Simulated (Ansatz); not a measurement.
Level of theory: PBE0-D3(BJ)/def2-TZVP (Ansatz, an electronic-structure program). No frequencies were computed at this level.

Ansatz 0.2 input:
```yaml
crystal:
  periodic: [false, false, false]
  atoms:
    - { symbol: C, position_ang: [2.020963, -0.529065, -0.490797] }
    - { symbol: Si, position_ang: [1.07827, 0.720426, 0.291641] }
    - { symbol: C, position_ang: [-0.812266, 0.693656, 0.448686] }
    - { symbol: C, position_ang: [-1.435621, -0.580461, -0.106713] }
    - { symbol: H, position_ang: [3.09305, -0.48194, -0.563347] }
    - { symbol: H, position_ang: [1.571912, -1.402786, -0.931151] }
    - { symbol: H, position_ang: [1.597454, 1.934835, 0.918142] }
    - { symbol: H, position_ang: [-1.239316, 1.554844, -0.074606] }
    - { symbol: H, position_ang: [-1.099932, 0.800795, 1.499304] }
    - { symbol: H, position_ang: [-1.197349, -0.694837, -1.161569] }
    - { symbol: H, position_ang: [-1.056874, -1.452988, 0.420776] }
    - { symbol: H, position_ang: [-2.520289, -0.56248, -0.001994] }
basis:
  gaussian: { orbitals: def2-tzvp }
hamiltonian:
  xc: pbe0
  dispersion: d3bj
relax:
  max_steps: 150
```

Output:

```
Functional definition: PBE0
1160 factors; their error is unknown
mean field evaluation 1: about -11097.5326 eV, gradient 7.7e1 eV
mean field evaluation 2: about -11078.6982 eV, gradient 1.0e2 eV
mean field evaluation 4: about -11111.4700 eV, gradient 1.1e1 eV
mean field evaluation 8: about -11111.7905 eV, gradient 1.6e-1 eV
mean field evaluation 16: about -11111.8089 eV, gradient 4.4e-4 eV
mean field -11111.80891240 eV, -408.3514456761 hartree, gradient 3.6e-5 eV, S^2 0.000000; 0 other end points of the search recorded, 0 dependent functions left out
reference -11111.80894539 eV, -408.3514468884 hartree; 20, 20 occupied and 158, 158 virtual orbitals, 1160 factors
relax step   1: F+E_penalty+E_count = -11112.02776693 eV  Δ(F+E_penalty+E_count) = +0.000e0 eV  max|allowed force component| = 1.321e0 eV/Å  Δτ_max = 0.0000 Å  (29 SCF iters, accepted)
these checks for a lower state are left out or cut short: starts, cluster_reference, orbital_swaps, neighbouring_geometries, increment
1160 factors; their error is unknown
mean field -11111.89379511 eV, -408.3545650581 hartree, gradient 2.3e-5 eV, S^2 0.000000; 0 other end points of the search recorded, 0 dependent functions left out
reference -11111.89382797 eV, -408.3545662657 hartree; 20, 20 occupied and 158, 158 virtual orbitals, 1160 factors
relax step   2: F+E_penalty+E_count = -11112.11305713 eV  Δ(F+E_penalty+E_count) = -8.529e-2 eV  max|allowed force component| = 6.015e-1 eV/Å  Δτ_max = 0.0881 Å  (31 SCF iters, accepted)
these checks for a lower state are left out or cut short: starts, cluster_reference, orbital_swaps, neighbouring_geometries, increment
1160 factors; their error is unknown
mean field evaluation 32: about -11111.9033 eV, gradient 2.6e-5 eV
mean field -11111.90325532 eV, -408.3549127146 hartree, gradient 2.6e-5 eV, S^2 0.000000; 0 other end points of the search recorded, 0 dependent functions left out
reference -11111.90328806 eV, -408.3549139175 hartree; 20, 20 occupied and 158, 158 virtual orbitals, 1160 factors
relax step   3: F+E_penalty+E_count = -11112.12327983 eV  Δ(F+E_penalty+E_count) = -1.022e-2 eV  max|allowed force component| = 5.723e-2 eV/Å  Δτ_max = 0.0268 Å  (32 SCF iters, accepted)
these checks for a lower state are left out or cut short: starts, cluster_reference, orbital_swaps, neighbouring_geometries, increment
1160 factors; their error is unknown
mean field -11111.90249461 eV, -408.3548847589 hartree, gradient 2.2e-5 eV, S^2 0.000000; 0 other end points of the search recorded, 0 dependent functions left out
reference -11111.90252733 eV, -408.3548859614 hartree; 20, 20 occupied and 158, 158 virtual orbitals, 1160 factors
relax step   4: F+E_penalty+E_count = -11112.12251517 eV  Δ(F+E_penalty+E_count) = +7.647e-4 eV  max|allowed force component| = 1.186e-1 eV/Å  Δτ_max = 0.0235 Å  (31 SCF iters, rejected (line search))
these checks for a lower state are left out or cut short: starts, cluster_reference, orbital_swaps, neighbouring_geometries, increment
1160 factors; their error is unknown
mean field -11111.90399232 eV, -408.3549397986 hartree, gradient 2.2e-5 eV, S^2 0.000000; 0 other end points of the search recorded, 0 dependent functions left out
reference -11111.90402504 eV, -408.3549410012 hartree; 20, 20 occupied and 158, 158 virtual orbitals, 1160 factors
relax step   5: F+E_penalty+E_count = -11112.12395135 eV  Δ(F+E_penalty+E_count) = -6.715e-4 eV  max|allowed force component| = 1.756e-2 eV/Å  Δτ_max = 0.0117 Å  (32 SCF iters, accepted)
these checks for a lower state are left out or cut short: starts, cluster_reference, orbital_swaps, neighbouring_geometries, increment
1160 factors; their error is unknown
mean field -11111.90430852 eV, -408.3549514188 hartree, gradient 2.2e-5 eV, S^2 0.000000; 0 other end points of the search recorded, 0 dependent functions left out
reference -11111.90434124 eV, -408.3549526211 hartree; 20, 20 occupied and 158, 158 virtual orbitals, 1160 factors
relax step   6: F+E_penalty+E_count = -11112.12418539 eV  Δ(F+E_penalty+E_count) = -2.340e-4 eV  max|allowed force component| = 4.018e-3 eV/Å  Δτ_max = 0.0159 Å  (32 SCF iters, accepted)
1160 factors; their error is unknown
mean field evaluation 64: about -11110.8509 eV, gradient 1.8e1 eV
mean field -11111.90430852 eV, -408.3549514188 hartree, gradient 2.2e-5 eV, S^2 0.000000; 1 other end points of the search recorded, 0 dependent functions left out
reference -11111.90434124 eV, -408.3549526211 hartree; 20, 20 occupied and 158, 158 virtual orbitals, 1160 factors
Total energy: -11112.12421811 eV, -408.3630329471 hartree
Atom 0 at     1.984079    -0.497354    -0.453328 Å, force    -0.001342     0.004018     0.002902 eV/Å
Atom 1 at     1.051022     0.717791     0.282138 Å, force     0.001465     0.001683     0.000146 eV/Å
Atom 2 at    -0.808109     0.671372     0.445794 Å, force     0.002371     0.000607     0.000584 eV/Å
Atom 3 at    -1.443437    -0.592367    -0.123134 Å, force    -0.000338    -0.000105    -0.000196 eV/Å
Atom 4 at     3.063090    -0.423341    -0.523806 Å, force     0.000687     0.000662    -0.000297 eV/Å
Atom 5 at     1.549433    -1.393235    -0.881440 Å, force    -0.000692    -0.003962     0.000020 eV/Å
Atom 6 at     1.691465     1.927025     0.853905 Å, force    -0.000657    -0.002010    -0.002378 eV/Å
Atom 7 at    -1.211054     1.564646    -0.045422 Å, force    -0.000767     0.000464     0.000102 eV/Å
Atom 8 at    -1.055398     0.788012     1.507243 Å, force    -0.000098    -0.001574     0.000838 eV/Å
Atom 9 at    -1.222858    -0.702487    -1.186982 Å, force    -0.000105     0.000484    -0.001216 eV/Å
Atom 10 at    -1.068673    -1.485584     0.381122 Å, force    -0.000302    -0.000535    -0.000594 eV/Å
Atom 11 at    -2.529556    -0.574479    -0.007717 Å, force    -0.000223     0.000269     0.000090 eV/Å
Dipole moment:    -0.328599     0.128550     0.101293 e Å
```

Cost: very roughly 50 core-seconds.
